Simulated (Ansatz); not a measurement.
Program: Ansatz. Geometries: PBE0-D4/def2-TZVP. ΔE: electronic, gas phase. CBS: MP2 limit from def2 TZ/QZ plus the TZ coupled-cluster correction, frozen cores. Each species was taken in one conformer, which may not be the lowest.

`C=N[SiH](N)F` + `C[Si](C)(F)Cl` → `C=N[SiH](C)F` + `C[Si](N)(F)Cl`  (redistribution)

| species | CCSD(T)/CBS(def2) energy (Eh) |
| --- | --- |
| `C=N[SiH](N)F` | -539.43710 |
| `C[Si](C)(F)Cl` | -928.52649 |
| `C=N[SiH](C)F` | -523.36588 |
| `C[Si](N)(F)Cl` | -944.59780 |

(1) Work out ΔE.

Largest T1 diagnostic among the species: 0.012.

Results:

(1) ΔE = (-523.36588) + (-944.59780) − (-539.43710) − (-928.52649) = -0.00009 Eh = -0.2 kJ/mol.

Leaving LDA and LC-ωPBE aside and taking each functional with its dispersion term where it has one, the values, not all of them listed here, spread over 2.0 kJ/mol, from revPBE-D4 to ωB97M-V.
